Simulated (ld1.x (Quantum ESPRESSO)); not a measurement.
**Lu: TM pseudisation with LDA (PZ), fully relativistic reference atom.**

- Element: lutetium
- Generator: ld1.x (Quantum ESPRESSO) 7.5
- Type: norm-conserving Troullier–Martins (Kleinman–Bylander form)
- Functional: LDA (PZ)
- Relativity: fully relativistic
- Frozen core: [Kr] 4d10
- Valence charge: 25
- Reference configuration: 4f14 5s2 5p6 5d1 6s2 6p0
- Partial waves: 5s (bound): rc 1.80 bohr; 5p (bound): rc 2.15 bohr; 5d (bound): rc 2.40 bohr; 4f (bound): rc 0.85 bohr
- Local potential: all-electron potential smoothed inside 1.70 bohr (lloc = -1)
- Core correction: a·sin(br)/r model core, default radius (core density twice the valence density)

Open shells are filled in proportion to 2j + 1 (rel_dist='average').

Occupied shells without a wave of their own: 6s. They enter only through the test configuration that unscreens the potential, and ld1.x also counts them in the model core charge.

(1) Does this generation succeed?

## Answers

(1) No. ld1.x (Quantum ESPRESSO) 7.5 stopped with "run_pseudo: Errors in PS-KS equation": the pseudo-atom solver did not find the valence states with the expected number of nodes, which is the usual sign of a ghost state. Before that it printed "Warning: n=4, l=3 expected 0 nodes, found 1".
